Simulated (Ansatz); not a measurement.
## Ligand exchange: GeH3Cl + SiH3(SiH3) → SiH3(GeH3) + SiH3Cl

Species: GeH3Cl (chlorogermane) `[Cl][GeH3]`, singlet; SiH3(SiH3) (disilane), singlet; SiH3(GeH3), singlet; SiH3Cl (chlorosilane) `[SiH3]Cl`, singlet. The partners trade Cl for SiH3: Ge–Cl and Si–SiH3 bonds give way to Ge–SiH3 and Si–Cl.

Shapes, held fixed at every level: PBE0-D4/def2-TZVP. Programs: Ansatz 0.2.0. The zero-point and thermal change to 298 K, harmonic and unscaled (PBE0-D4/def2-TZVP), is +0.9 kJ/mol.

(1) Estimate ΔH(298 K) of this reaction.

## Answers

(1) The highest level, CCSD(T)/def2-TZVPP, gives ΔH(298 K) = -34.9 kJ/mol; the levels span -39.5 to -29.1. The column of differences is taken from that level and isn't an error. No measured value is set beside it here. Relativity is left out for Ge unless named. Correlated rows may include outer-core shells of Ge, which these sets cover unevenly.

```csv
level,kind,ΔH(298 K) (kJ/mol),less CCSD(T)/def2-TZVPP
HF/def2-TZVPP,Hartree–Fock,-30.7,+4.2
SPW92/def2-TZVPP,LDA,-34.7,+0.2
BHLYP-D4/def2-TZVPP,global hybrid,-34.5,+0.4
MP2/def2-TZVPP,perturbation theory,-39.5,-4.6
CCSD(T)/def2-SVP,coupled cluster or CI,-29.1,+5.8
CCSD/def2-TZVPP,coupled cluster or CI,-35.1,-0.2
CCSD(T)/def2-TZVPP,coupled cluster or CI,-34.9,0.0
```
